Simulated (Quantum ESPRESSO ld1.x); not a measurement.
Ce17+, configuration [Kr] 4d5 (the NIST ground configuration).

Calculated with ld1.x of Quantum ESPRESSO 7.5: Dirac Kohn-Sham, relativistic LDA (MacDonald-Vosko exchange, VWN5 correlation), spin-unpolarised, spherical densities, point nucleus; open shells are shared between the two j in proportion to 2j + 1.

Energy parts (hartree):
| part | energy |
|---|---|
| total | -8736.88 |
| kinetic | 9352.74 |
| electron-nucleus | -20682.40 |
| Hartree | 2767.89 |
| exchange-correlation | -175.10 |

Orbitals (lengths in bohr, moments of r in powers of bohr; r(max) is where P^2 peaks; r(90%) holds 90 % of the orbital's charge):
orbital,occ.,eigenvalue (hartree),r(max),r(90%),small-component weight
1s1/2,2,-1484.31,0.016,0.0445,4.58e-02
2s1/2,2,-250.231,0.090,0.163,9.96e-03
2p1/2,2,-237.376,0.068,0.145,1.00e-02
2p3/2,4,-221.125,0.073,0.153,9.41e-03
3s1/2,2,-64.9560,0.256,0.409,3.07e-03
3p1/2,2,-59.4784,0.242,0.402,3.02e-03
3p3/2,4,-56.2528,0.254,0.418,2.86e-03
3d3/2,4,-46.6385,0.203,0.391,2.74e-03
3d5/2,6,-45.9386,0.206,0.396,2.69e-03
4s1/2,2,-23.3166,0.583,0.871,1.05e-03
4p1/2,2,-21.2029,0.587,0.894,1.00e-03
4p3/2,4,-20.4068,0.606,0.923,9.54e-04
4d3/2,2,-16.8679,0.611,0.972,8.45e-04
4d5/2,3,-16.7119,0.621,0.981,8.33e-04

The highest occupied level is 4d5/2 at -454.76 eV. Summed over all electrons, <r^2> = 7.654 bohr^2, which gives a Langevin (diamagnetic) susceptibility term of -6.06 x 10^-6 cm^3/mol. For comparison, the ionisation energy in NIST's Atomic Spectra Database is 472 eV (theoretical). In exact Kohn-Sham theory the highest level is minus the ionisation energy, but local and semilocal functionals leave it too shallow, through self-interaction and a potential that decays too fast; potentials with the right tail come closer.

Beside tabulated values, note that spin-unpolarised runs miss the spin-polarisation part of the exchange energy of open shells.
